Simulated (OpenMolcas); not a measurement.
Computed levels of 2s² 2p² in ions with 6 electrons, in cm-1 above ³P₀.

```
Program             : OpenMolcas
Method              : SS-RASPT2, IPEA 0.25 Eh, imaginary shift 0.1 Eh
Basis               : ANO-RCC-VQZP
Scalar Hamiltonian  : DKH2, point nucleus
Spin-orbit coupling : RASSI with atomic mean-field integrals over the reference wave functions, term energies averaged over their components
```

Active space for each ion: 4 electrons in 9 orbitals (RAS2 2s 2p; RAS3 3d, at most 2 electrons); closed shells correlated by CASPT2: 1s.

```csv
Level,C,O2+,F3+,Ne4+
³P₁,15.1,103,215,390
³P₂,44.9,304,628,1124
¹D₂,10350,20700,25740,30720
¹S₀,21630,43720,54200,64420
```

**Question.** Estimate ³P₂, ¹D₂, ¹S₀ for N+ from its neighbours C and O2+.

**Answer.** ³P₂ is fine structure, which grows about as the fourth power of a screened charge, so the fourth roots are averaged: ((44.9^0.25 + 304^0.25) / 2)^4 = 131. The calculation gives 131, so the estimate is off by 0 %; the measured value is 131 (NIST Handbook of Basic Atomic Spectroscopic Data).
¹D₂ is another term, which grows about linearly with the charge: (10350 + 20700) / 2 = 15525. The calculation gives 15580, so the estimate is off by -0.4 %; the measured value is 15316 (NIST Handbook of Basic Atomic Spectroscopic Data).
¹S₀ is another term, which grows about linearly with the charge: (21630 + 43720) / 2 = 32675. The calculation gives 32910, so the estimate is off by -0.7 %; the measured value is 32689 (NIST Handbook of Basic Atomic Spectroscopic Data).

Term energies are means over components that CASPT2 splits; among the terms shown or strongly mixed into the levels shown the widest spread is 31 cm-1 (2s² 2p² ¹D, C). Active for correlation alone: 3d; no level in the range computed is led by a configuration that fills it, so any true level of that kind is missing. Measured partners are found by configuration, term and J. A level has none where our copy of the source lacks it or the pairing is in doubt (some pairs that miss far off the trend of their configuration count as doubtful), and it then counts in no deviation. Only configurations of the active space appear.
